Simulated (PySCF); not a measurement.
C3H5ClSi, SMILES Cl[Si@@H](C#C)C. Atoms are numbered in the order given.

```xyz
10

C      2.3308    -1.5629     0.2061
C      1.3192    -0.9551    -0.0919
Si    -0.2206    -0.0707    -0.5448
C     -1.7132    -1.1272    -0.1676
Cl    -0.3265     1.6870     0.5719
H      3.2264    -2.0959     0.4700
H     -0.1536     0.3161    -1.9764
H     -2.6411    -0.5908    -0.4200
H     -1.7377    -1.3854     0.9022
H     -1.6751    -2.0612    -0.7514
```

Coordinates come from a B3LYP-D3(BJ)/def2-SVP optimisation. The structure was generated by enumeration; whether it is a known compound was not checked.

Two levels are set side by side: PBE/pcSseg-1 (PySCF) and PBE0/pcSseg-1 (PySCF). GIAO shifts against HCl (³⁵Cl), TMS (²⁹Si), TMS (¹H), TMS (¹³C) at the same level; non-relativistic, no solvent, atoms listed together averaged. Without spin–orbit terms, shifts of atoms bonded to Cl or Br come out too high at both levels. Differences are taken from unrounded values.

```csv
quantity,PBE0,PBE,PBE minus PBE0
δ(¹³C) of C1 (ppm),107.4,103.4,-4.0
δ(¹³C) of C2 (ppm),89.1,88.2,-0.8
δ(²⁹Si) of Si3 (ppm),-13.4,-14.4,-1.0
δ(¹³C) of C4 (ppm),5.7,6.2,0.5
δ(³⁵Cl) of Cl5 (ppm),6.0,21.6,15.6
δ(¹H) of H6 (ppm),2.82,2.70,-0.12
δ(¹H) of H7 (ppm),5.44,5.64,0.20
```

Rough cost on one machine, each run with all the roots and properties that it gave: PBE0 against PBE within a factor of 2.
